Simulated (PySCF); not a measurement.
2-bromobuta-1,3-diene (C₄H₅Br), SMILES C=CC(=C)Br.

Geometry optimised at PBE-D3(BJ)/def2-SVP. One conformer was computed; it need not be the lowest.

Calculation: PySCF with PBE-D3(BJ)/def2-SVP.

Frequencies are harmonic and unscaled.

Estimate the vibrational spectrum. (An estimate is asked for; the answer gives what the named calculation found.)


| mode | ν (cm⁻¹) | IR (km/mol) | moving atoms (share of kinetic energy) |
|---|---|---|---|
| 1 | 156 | 0.2 | C 57 %, H 42 % |
| 2 | 211 | 0.1 | C 59 %, Br 24 %, H 18 % |
| 3 | 341 | 0.5 | C 56 %, H 28 %, Br 16 % |
| 4 | 396 | 9.0 | C 53 %, H 46 % |
| 5 | 463 | 4.9 | C 62 %, H 27 %, Br 11 % |
| 6 | 564 | 15.0 | C 75 %, H 20 % |
| 7 | 623 | 0.0 | H 83 %, C 16 % |
| 8 | 733 | 0.6 | H 61 %, C 39 % |
| 9 | 849 | 37.8 | H 71 %, C 29 % |
| 10 | 872 | 4.5 | H 55 %, C 45 % |
| 11 | 900 | 31.8 | H 72 %, C 28 % |
| 12 | 968 | 13.0 | H 89 %, C 11 % |
| 13 | 983 | 6.3 | H 72 %, C 28 % |
| 14 | 1182 | 52.3 | C 70 %, H 30 % |
| 15 | 1255 | 0.1 | H 81 %, C 19 % |
| 16 | 1333 | 11.8 | H 86 %, C 14 % |
| 17 | 1377 | 1.7 | H 80 %, C 20 % |
| 18 | 1600 | 31.8 | C 88 %, H 12 % |
| 19 | 1658 | 4.1 | C 91 %, H 9 % |
| 20 | 3076 | 3.3 | H 93 % |
| 21 | 3086 | 1.9 | H 95 % |
| 22 | 3089 | 2.4 | H 93 % |
| 23 | 3191 | 1.9 | H 89 %, C 11 % |
| 24 | 3200 | 0.8 | H 89 %, C 11 % |
